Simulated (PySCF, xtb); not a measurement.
C₄H₅BF₂, SMILES C=C1C[C@@H](F)B1F.

GFN2-xTB run with xtb 6.7.1 at its own geometry gives an orbital gap of 3.19 eV and a dipole moment of 3.17 D.

Geometry: PBE0-D3(BJ)/def2-SVP. The structure was generated by enumeration; whether it is a known compound was not checked.

### Question
What does PySCF with B3LYP/def2-TZVP give? (Estimate from the structure and the level; the computed values follow.)

### Answer
gap 5.57 eV (levels -7.83 and -2.26 eV), dipole 2.58 D.
